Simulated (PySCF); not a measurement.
Electron correlation in He (helium, neutral)

1s1 2s1, high-spin 3S determinant (an excited configuration). Computed with PySCF 2.14 in aug-cc-pVQZ-DK (5s4p3d2f, 46 functions), with scalar relativity by spin-free X2C-1e. Frozen: nothing; 2 electrons correlated.

With two correlated electrons CCSD is exact within the correlated space (frozen core and kept virtual orbitals).

```csv
level,correlation energy (mhartree)
CCSD,-1.04
```

Diagnostics: T1 = 0.0015, D1 = 0.0030, largest double amplitude 0.011.

The outer electron is Rydberg-like, and this basis confines it to a smaller radius and binds it less than a complete one would.

Cost of the coupled-cluster step: about 0.4 core-seconds, for 2 correlated electrons.

Iterations:

```
CC2 = 0
CCSD nocc = (np.int64(2), np.int64(0)), nmo = (46, 46)
frozen orbitals [[], []]
max_cycle = 100
direct = 0
conv_tol = 1e-08
conv_tol_normt = 1e-06
diis_space = 8
diis_start_cycle = 0
Init t2, MP2 energy = -0.000786247642282379
Init E_corr(UCCSD) = -0.000786247642323513
cycle = 1  E_corr(UCCSD) = -0.000969693177273586  dE = -0.000183445535  norm(t1,t2) = 0.00401078
cycle = 2  E_corr(UCCSD) = -0.00101811399426697  dE = -4.8420817e-05  norm(t1,t2) = 0.0013253
cycle = 3  E_corr(UCCSD) = -0.00103869368383944  dE = -2.05796896e-05  norm(t1,t2) = 0.000468424
cycle = 4  E_corr(UCCSD) = -0.00103749687114203  dE = 1.1968127e-06  norm(t1,t2) = 4.06955e-05
cycle = 5  E_corr(UCCSD) = -0.00103750592060104  dE = -9.04945901e-09  norm(t1,t2) = 1.47564e-06
cycle = 6  E_corr(UCCSD) = -0.00103750603394078  dE = -1.13339735e-10  norm(t1,t2) = 4.28107e-08
UCCSD converged
E(UCCSD) = -2.172332108569297  E_corr = -0.001037506033940776
```
